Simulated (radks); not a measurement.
The mean radii <r> (bohr) of the occupied orbitals of an atom or ion are listed with their occupations. Method: scalar-relativistic Kohn-Sham, BLYP, spin-polarised, spherical densities, finite nucleus; Fermi nuclear charge, rms radius of each element as measured or else 0.836 A^(1/3) + 0.57 fm; computed with a radial shooting solver on a logarithmic mesh with Libxc functionals.

orbital  occ.      <r>
1s down     1  0.06090
1s up       1  0.06090
2s up       1   0.2797
2s down     1   0.2792
2p up       3   0.2474
2p down     3   0.2468
3s up       1   0.8510
3s down     1   0.8553
3p up       3   0.9029
3p down     3   0.9116
3d up       5    1.192
4s up       1    3.026
4s down     1    3.249

Name the element and its charge. Open shells, if any, are filled with parallel spins first.

Answer. Z = 25, manganese, charge 0: Mn in [Ar] 3d5 4s2. The 1s radius gives Z: for a bare nucleus <r> = (2 gamma + 1)/(2Z) with gamma = sqrt(1 - (Z/c)^2), 0.05933 bohr for Z = 25, and screening makes it slightly larger (0.06090 here). The occupations add up to 25, and the charge is Z minus that.
